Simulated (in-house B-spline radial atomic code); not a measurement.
Response and correlation along the 12-electron series, closed shell [Ne] 3s2; the second-order energy is extrapolated in partial waves. Computed with an all-electron radial atomic-structure program (B-spline basis): relativistic RPA and second-order many-body perturbation theory on Dirac-Hartree-Fock.

| ion | Z | dipole polarisability (bohr³) | quadrupole polarisability (bohr⁵) | ratio of RPA to uncoupled dipole | second order correlation energy (Eh) | C6 of two such ions (Eh bohr⁶) |
| --- | --- | --- | --- | --- | --- | --- |
| Mg | 12 | 81.155 | 921.61 | 1.4771 | -0.42742 | 760.62 |
| Al+ | 13 | ? | ? | ? | ? | ? |
| Si2+ | 14 | ? | ? | ? | ? | ? |
| P3+ | 15 | 7.0822 | 13.414 | 1.2581 | -0.46009 | 18.499 |
| S4+ | 16 | 4.4591 | 6.0417 | 1.2391 | -0.46819 | 8.9653 |
| Cl5+ | 17 | 3.008 | 3.0655 | 1.2264 | -0.47549 | 4.8188 |

Problem. Fill in the row of Al+.

Solution. dipole polarisability (bohr³): 26.253; quadrupole polarisability (bohr⁵): 129.13; ratio of RPA to uncoupled dipole: 1.3453; second order correlation energy (Eh): -0.44044; C6 of two such ions (Eh bohr⁶): 139.19.

Problem. Fill in the row of Si2+.

Solution. dipole polarisability (bohr³): 12.479; quadrupole polarisability (bohr⁵): 35.656; ratio of RPA to uncoupled dipole: 1.289; second order correlation energy (Eh): -0.451; C6 of two such ions (Eh bohr⁶): 44.539.

Problem. How fast does the dipole polarisability fall along the series?

Solution. From 81.16 to 3.008 bohr³; a fit of its logarithm against log Z from Z = 12 to 17 has slope -9.26.
